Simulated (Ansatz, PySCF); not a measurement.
Torsion H3–C1–Si2–H6 in CH4Si (SMILES C[SiH]); at each angle all else is relaxed with GFN2-xTB, and the levels are single points there.
Geometry at 60° (charge 0, multiplicity 1):
| atom | x (Å) | y (Å) | z (Å) |
|---|---|---|---|
| C | -0.5335 | 0.0299 | -0.0078 |
| Si | 1.2351 | 0.7656 | -0.0215 |
| H | -0.6742 | -0.6773 | -0.8262 |
| H | -1.2876 | 0.8102 | -0.1181 |
| H | -0.7508 | -0.5005 | 0.9179 |
| H | 1.1811 | 1.3944 | -1.3800 |
Energies count from the point at 60°.

Correlated levels freeze the cores. CBS(a, b) extrapolates the correlation energy as X⁻³ and adds the Hartree–Fock energy of set b. Rows in 3-21G, STO-3G carry no dispersion term and start afresh at each structure.

Run with Ansatz (an electronic-structure program) with Gaussian orbitals; PySCF for 3-21G rows, STO-3G rows, the dispersion terms. 

Energies in kcal/mol.

```json
[
 {"dihedral (°)": "0", "HF/STO-3G": "1.10", "r2SCAN-D3(BJ)/def2-TZVPP": "1.17", "B3LYP/3-21G": "1.03", "CCSD(T)/CBS(cc-pV(T+d)Z, cc-pV(Q+d)Z)": "1.15"},
 {"dihedral (°)": "20", "HF/STO-3G": "0.80", "r2SCAN-D3(BJ)/def2-TZVPP": "0.83", "B3LYP/3-21G": "0.74", "CCSD(T)/CBS(cc-pV(T+d)Z, cc-pV(Q+d)Z)": "0.82"},
 {"dihedral (°)": "40", "HF/STO-3G": "0.25", "r2SCAN-D3(BJ)/def2-TZVPP": "0.24", "B3LYP/3-21G": "0.22", "CCSD(T)/CBS(cc-pV(T+d)Z, cc-pV(Q+d)Z)": "0.24"},
 {"dihedral (°)": "60", "HF/STO-3G": "0.00", "r2SCAN-D3(BJ)/def2-TZVPP": "0.00", "B3LYP/3-21G": "0.00", "CCSD(T)/CBS(cc-pV(T+d)Z, cc-pV(Q+d)Z)": "0.00"},
 {"dihedral (°)": "80", "HF/STO-3G": "0.27", "r2SCAN-D3(BJ)/def2-TZVPP": "0.28", "B3LYP/3-21G": "0.25", "CCSD(T)/CBS(cc-pV(T+d)Z, cc-pV(Q+d)Z)": "0.27"},
 {"dihedral (°)": "100", "HF/STO-3G": "0.80", "r2SCAN-D3(BJ)/def2-TZVPP": "0.83", "B3LYP/3-21G": "0.73", "CCSD(T)/CBS(cc-pV(T+d)Z, cc-pV(Q+d)Z)": "0.82"},
 {"dihedral (°)": "120", "HF/STO-3G": "1.10", "r2SCAN-D3(BJ)/def2-TZVPP": "1.17", "B3LYP/3-21G": "1.02", "CCSD(T)/CBS(cc-pV(T+d)Z, cc-pV(Q+d)Z)": "1.14"}
]
```
